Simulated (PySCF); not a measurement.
**Working out the ionisation energy of Ne²⁺**

Ne²⁺ [He] 2s2 2p4 (3P) → Ne³⁺ [He] 2s2 2p3 (4S). All numbers are calculated (PySCF 2.14, scalar relativity by spin-free X2C-1e, in aug-cc-pCVQZ-DK (9s8p6d4f2g, 109 functions)). Frozen: nothing. Energies in hartree (1 hartree = 27.21139 eV):

| part | Ne²⁺ (lower) | Ne³⁺ (upper) |
| --- | --- | --- |
| UHF | -126.516959 | -124.244998 |
| MP2 opposite-spin | -0.180308 | -0.135293 |
| MP2 same-spin | -0.047367 | -0.040730 |

Q: What does Hartree-Fock give?

A: (-124.244998) − (-126.516959) = 2.271961 hartree = 61.823 eV.

Q: What do MP2 and SCS-MP2 (6/5 opposite-spin, 1/3 same-spin) give?

A: The opposite-spin parts differ by 1.225 eV and the same-spin parts by 0.181 eV. MP2: 61.823 + (1.225) + (0.181) = 63.229 eV. SCS-MP2: 61.823 + 1.2 × (1.225) + (0.181)/3 = 63.353 eV.

A first-order spin-orbit estimate adds 0.038 eV to MP2 (valence and next inner shell), giving 63.267 eV against 63.423 eV (measured; NIST Atomic Spectra Database, ionization energies).

What remains against the reference includes basis incompleteness and correlation beyond second order.
